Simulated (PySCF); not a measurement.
Computed IR spectrum (relative IR intensity) of a molecule C4H6OSe. Geometry: PBE-D3(BJ)/def2-SVP. The values are those of a single conformer. Computed with PySCF 2.14.0 with PBE-D3(BJ)/def2-SVP. Frequencies are harmonic and unscaled.

ν (cm⁻¹): 116 (w), 428 (w), 458 (w), 594 (w), 681 (m), 732 (vw), 826 (w), 853 (vw), 925 (m), 956 (w), 992 (m), 1072 (m), 1143 (vw), 1180 (w), 1225 (m), 1274 (s), 1307 (w), 1348 (vw), 1379 (w), 1417 (w), 1632 (vs), 2959 (s), 3011 (w), 3032 (m), 3083 (vw), 3116 (w), 3157 (w) (against the strongest line: vs over 80 %, s over 45 %, m over 15 %, w over 4 %, vw less)

**Question.** Identify the compound among the candidates.
A. O=C1CCC[Se]1
B. COC1=CC[Se]1
C. C=C1C[Se]CO1
D. C1=C[Se]CCO1

**Answer.** D, C1=C[Se]CCO1
